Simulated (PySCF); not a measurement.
Sb(H)2(TeH) (H₃SbTe), SMILES [SbH2][TeH]. Geometry optimised at PBE0-D3(BJ)/def2-TZVP. The def2 effective core potentials stand for the cores of Sb, Te; spin–orbit coupling is left out.

Level of theory: PySCF with PBE0-D3(BJ)/def2-TZVP.

Harmonic wavenumbers (cm⁻¹): 119, 191, 490, 562, 646, 850, 1959, 1961, 2153. Rotational constants (GHz): 59.04, 1.044, 1.038; symmetry number 1.

**Question.** Work out the zero-point energy and the ideal-gas rigid-rotor harmonic-oscillator thermochemistry at 298.15 K and 1 atm.

**Answer.** ZPE = ½ Σ hcν = ½ × 8932 cm⁻¹ = 12.77 kcal/mol. H − E(el) = 16.32 kcal/mol. Entropy in cal/(mol K): translation 42.48, rotation 26.02, vibration 7.08, total 75.58. G − E(el) = -6.21 kcal/mol. Cp = 15.66 cal/(mol K). Modes under 150 cm⁻¹ make the vibrational entropy uncertain.
